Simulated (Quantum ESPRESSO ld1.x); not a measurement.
The numbers below are computed, except where a source is named.
Q: Coherent X-ray form factor from a spherical all-electron density. Level of theory: scalar-relativistic Kohn-Sham, Slater X-alpha with alpha = 1, spin-unpolarised, spherical densities, point nucleus (ld1.x of Quantum ESPRESSO 7.5).

sin(theta)/lambda (1/angstrom),f0 (electrons)
0.05,17.583
0.1,16.454
0.15,14.907
0.2,13.261
0.25,11.747
0.3,10.479
0.4,8.706
0.5,7.650
0.6,6.926
0.8,5.713
1,4.557
1.25,3.344
1.5,2.498
2,1.641

The species is in the configuration that NIST lists as its ground one. Which atom or ion scatters so?

A: Neutral argon, [Ar]. Extrapolating in s^2 from the first two rows gives f0(0) = 18.0, near the electron count 18; among species with that count, the fall with angle is slower the higher Z, and the table is that of Z = 18; from so few rows the species is fixed only to a neighbour or two.
